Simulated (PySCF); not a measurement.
**Electron correlation in Be²⁺ (beryllium, charge +2)**

1s2, closed-shell 1S. All numbers are calculated (PySCF 2.14, scalar relativity by spin-free X2C-1e, in jorge-DZP-DKH (4s2p1d, 15 functions)). Frozen: nothing; 2 electrons correlated.

Total MP2 correlation energy: -12.62 mhartree.

Same-spin part 0.00 and opposite-spin part -12.62 mhartree; SCS-MP2 scales them by 1/3 and 6/5 to -15.14 mhartree.

With two correlated electrons CCSD is exact within the correlated space (frozen core and kept virtual orbitals).

```csv
level,correlation energy (mhartree)
CCSD,-14.38
```

Diagnostics: T1 = 0.00062, D1 = 0.0009, largest double amplitude 0.022.

**Question.** Is a single reference adequate?

**Answer.** Yes: T1 lies below 0.03 and no double amplitude reaches 0.07.
